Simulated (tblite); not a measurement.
C₉H₁₂O.
Numbering: `[O:1]=[CH:2][C@H:3]1/[CH:4]=[CH:5]\[CH2:6][CH2:7]/[CH:8]=[CH:9]\[CH2:10]1` (hydrogens: H11 on C2; H12 on C3; H13 on C4; H14 on C5; H15, H16 on C6; H17, H18 on C7; H19 on C8; H20 on C9; H21, H22 on C10)

Computed with GFN2-xTB (tblite), gas phase: L-BFGS steps from a force-field or distance-geometry start until the largest atomic force falls under 0.01 eV/Å.

The end geometry, which sets the zero of energy:
```
atom  x, y, z in Å
O1     -3.5863   -1.1426   -0.2535
C2     -2.4505   -0.8366   -0.4807
C3     -1.5972    0.0620    0.3779
C4     -0.6705   -0.8752    1.1170
C5      0.4922   -1.3656    0.7129
C6      1.2078   -1.0659   -0.5672
C7      2.1177    0.1652   -0.4060
C8      1.5022    1.3460    0.2896
C9      0.2465    1.7665    0.2690
C10    -0.9017    1.1467   -0.4683
H11    -1.9115   -1.2473   -1.3578
H12    -2.2408    0.5451    1.1189
H13    -1.0526   -1.1858    2.0802
H14     1.0284   -2.0150    1.3933
H15     0.5033   -0.9172   -1.3813
H16     1.8357   -1.9188   -0.8359
H17     2.9966   -0.1317    0.1713
H18     2.4746    0.4760   -1.3937
H19     2.2134    1.9222    0.8685
H20    -0.0097    2.6387    0.8560
H21    -0.5658    0.7344   -1.4180
H22    -1.6422    1.9179   -0.6931
```

**Question.** These geometries come from the run, each turned onto the end geometry. Order them by energy, lowest first.
A.
```
atom  x, y, z in Å
O1     -3.6395   -1.1074   -0.1323
C2     -2.5118   -0.8282   -0.4269
C3     -1.5937    0.0633    0.3760
C4     -0.6683   -0.9047    1.0773
C5      0.4981   -1.3892    0.6749
C6      1.2514   -1.0471   -0.5737
C7      2.1636    0.1693   -0.3539
C8      1.5030    1.3554    0.2838
C9      0.2458    1.7670    0.2188
C10    -0.9120    1.1352   -0.4969
H11    -2.0317   -1.2659   -1.3262
H12    -2.1919    0.5636    1.1452
H13    -1.0701   -1.2602    2.0175
H14     1.0041   -2.0788    1.3406
H15     0.5650   -0.8536   -1.3930
H16     1.8743   -1.8978   -0.8605
H17     3.0040   -0.1294    0.2789
H18     2.5857    0.4735   -1.3181
H19     2.1862    1.9633    0.8634
H20    -0.0089    2.6655    0.7657
H21    -0.6076    0.7182   -1.4552
H22    -1.6563    1.9070   -0.7063
```
B.
```
atom  x, y, z in Å
O1     -3.7712   -0.8796    0.2297
C2     -2.7086   -0.6584   -0.2862
C3     -1.5411    0.0026    0.4142
C4     -0.6733   -1.1254    0.9618
C5      0.5282   -1.5360    0.5847
C6      1.3794   -1.0319   -0.5466
C7      2.2083    0.2194   -0.1879
C8      1.4930    1.4902    0.1920
C9      0.2189    1.8316    0.0861
C10    -0.9115    1.0479   -0.5298
H11    -2.5118   -0.9842   -1.3321
H12    -1.9493    0.5350    1.2843
H13    -1.1390   -1.6332    1.7985
H14     0.9800   -2.3557    1.1459
H15     0.7880   -0.8659   -1.4470
H16     2.0857   -1.8266   -0.8009
H17     2.8670   -0.0425    0.6469
H18     2.8673    0.4387   -1.0384
H19     2.1606    2.2284    0.6400
H20    -0.0739    2.8073    0.4631
H21    -0.6088    0.6012   -1.4737
H22    -1.6984    1.7561   -0.8055
```
C.
```
atom  x, y, z in Å
O1     -3.6039   -1.1331   -0.2183
C2     -2.4688   -0.8389   -0.4653
C3     -1.6009    0.0594    0.3765
C4     -0.6749   -0.8855    1.1055
C5      0.4915   -1.3687    0.7029
C6      1.2163   -1.0576   -0.5695
C7      2.1346    0.1645   -0.3895
C8      1.5064    1.3514    0.2840
C9      0.2470    1.7615    0.2551
C10    -0.9068    1.1416   -0.4754
H11    -1.9420   -1.2677   -1.3394
H12    -2.2344    0.5450    1.1244
H13    -1.0598   -1.2059    2.0633
H14     1.0203   -2.0309    1.3771
H15     0.5286   -0.8784   -1.3911
H16     1.8332   -1.9151   -0.8489
H17     2.9987   -0.1354    0.2091
H18     2.5185    0.4759   -1.3681
H19     2.2125    1.9428    0.8554
H20    -0.0092    2.6415    0.8297
H21    -0.5777    0.7283   -1.4281
H22    -1.6397    1.9245   -0.6903
```
D.
```
atom  x, y, z in Å
O1     -3.7585   -0.9305    0.2255
C2     -2.6882   -0.6900   -0.2553
C3     -1.5601    0.0480    0.4246
C4     -0.6677   -1.0438    0.9612
C5      0.5091   -1.4841    0.5400
C6      1.3664   -1.0132   -0.5954
C7      2.2121    0.2020   -0.1952
C8      1.4787    1.4360    0.2312
C9      0.2126    1.7931    0.0852
C10    -0.9151    1.0403   -0.5526
H11    -2.4235   -1.0351   -1.2751
H12    -1.9675    0.5892    1.2869
H13    -1.1037   -1.5437    1.8177
H14     0.9604   -2.2832    1.1168
H15     0.7848   -0.7923   -1.4870
H16     2.0539   -1.8226   -0.8525
H17     2.8676   -0.0900    0.6316
H18     2.8666    0.4679   -1.0324
H19     2.1264    2.1469    0.7299
H20    -0.0812    2.7510    0.4947
H21    -0.5989    0.5163   -1.4509
H22    -1.6846    1.7567   -0.8498
```
E.
```
atom  x, y, z in Å
O1     -3.6703   -1.0596   -0.0117
C2     -2.5603   -0.7951   -0.3783
C3     -1.5818    0.0623    0.3818
C4     -0.6691   -0.9419    1.0423
C5      0.4982   -1.4167    0.6335
C6      1.2768   -1.0402   -0.5862
C7      2.1800    0.1729   -0.3069
C8      1.4966    1.3752    0.2800
C9      0.2366    1.7774    0.1796
C10    -0.9165    1.1145   -0.5225
H11    -2.1420   -1.2297   -1.3082
H12    -2.1262    0.5833    1.1754
H13    -1.0747   -1.3312    1.9661
H14     0.9949   -2.1311    1.2753
H15     0.6154   -0.8364   -1.4241
H16     1.9285   -1.8692   -0.8708
H17     2.9762   -0.1240    0.3859
H18     2.6736    0.4719   -1.2400
H19     2.1713    2.0053    0.8522
H20    -0.0305    2.6913    0.6971
H21    -0.6116    0.6706   -1.4692
H22    -1.6756    1.8695   -0.7524
```

**Answer.** C (0.003 eV), A (0.010 eV), E (0.018 eV), D (0.044 eV), B (0.103 eV).

In the order of the answer:

| step | E above end (eV) | largest force (eV/Å) | rms force component (eV/Å) | rms distance from end (Å) | rms bond change (Å) | bond most changed (Å) |
| --- | --- | --- | --- | --- | --- | --- |
| 62 | 0.003 | 0.09 | 0.026 | 0.026 | 0.001 | C2–H11 -0.001 |
| 57 | 0.010 | 0.07 | 0.023 | 0.078 | 0.001 | C2–C3 +0.003 |
| 52 | 0.018 | 0.12 | 0.038 | 0.148 | 0.002 | C9–C10 +0.005 |
| 22 | 0.044 | 0.06 | 0.020 | 0.334 | 0.002 | C3–C10 -0.007 |
| 2 | 0.103 | 0.42 | 0.120 | 0.362 | 0.005 | C3–C4 +0.014 |

The cost below is that of the whole relaxation. Hardware: one thread, Arm Neoverse V1 (aarch64), no GPU (shared host). Cost: 0.65 s of wall time.
